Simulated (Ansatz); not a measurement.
Pulling on the B1–H2 bond in BH3O (SMILES BO) (multiplicity 1 held, fragments rigid). Energies count from the point at 1.192 Å.
Geometry at that point (charge 0, multiplicity 1):
```csv
atom,x (Å),y (Å),z (Å)
B,-0.4484,-0.5534,0.0610
H,-0.3382,-1.3375,0.9518
H,-1.3024,-0.6419,-0.7734
O,0.4452,0.4596,0.0279
H,0.3210,1.0699,-0.7069
```

Signs of static correlation in cc-pVDZ, with CASSCF(2,2), from Ansatz (a first-principles code) runs.

```tsv
R (Å)	T1 of restricted CCSD	⟨S²⟩ of UHF	largest double amplitude of restricted CCSD	weight of the CASSCF reference in MRCISD	CASSCF natural occupations
0.953	0.016	0.000	0.046	0.923	1.99 0.01
1.073	0.016	0.000	0.046	0.923	1.99 0.01
1.192	0.016	0.000	0.046	0.923	1.98 0.02
1.311	0.016	0.000	0.046	0.923	1.98 0.02
1.430	0.016	0.000	0.050	0.924	1.97 0.03
1.609	0.017	0.000	0.084	0.924	1.95 0.05
1.788	0.018	0.000	0.115	0.924	1.92 0.08
2.086	0.022	0.408	0.207	0.925	1.86 0.14
2.384	…	0.731	0.302	0.925	1.75 0.25
2.741	…	0.897	0.435	0.925	1.58 0.42
3.218	0.066	0.973	0.624	0.925	1.36 0.64
3.814	0.088	0.997	0.821	0.925	1.17 0.83
```

Task: What belongs in the gaps?

Result: 
- 2.384, T1 of restricted CCSD: 0.030
- 2.741, T1 of restricted CCSD: 0.044

Doubts at one or more of the structures used: a restricted determinant that unrestricted orbitals would lower (R-CCSD(T)/cc-pVDZ); other coupled-cluster roots lie near (R-CCSD(T)/cc-pVDZ); T1 above 0.05 (R-CCSD(T)/cc-pVDZ, U-CCSD(T)/cc-pVDZ); a spin-contaminated determinant (U-CCSD(T)/cc-pVDZ).
